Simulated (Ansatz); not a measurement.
`F[SiH2][GaH2]`. The species carries charge 0 and has multiplicity 1. Correlated methods include outer-core shells of Ga, which these sets cover unevenly. Scalar relativity is left out up to krypton.

```xyz
7

F    -0.550   -0.658   -2.027
Si    0.360    0.120   -0.949
Ga   -0.478   -0.154    1.302
H     1.747   -0.409   -1.085
H     0.388    1.554   -1.353
H    -1.761   -0.996    1.630
H     0.295    0.542    2.482
```

(1) Give the diagnostics of a CCSD(T)/def2-TZVPP run (frozen core, Ansatz 0.2.0). (An estimate is asked.)

## Answers

(1) Computed: T1 = 0.0130, largest single amplitude 0.017, largest double 0.037, (T) share of the correlation energy 3.1 %, 9 CCSD cycles. The RHF solution is stable towards an unrestricted one. T1 lies under the customary mark of 0.02 for closed shells.
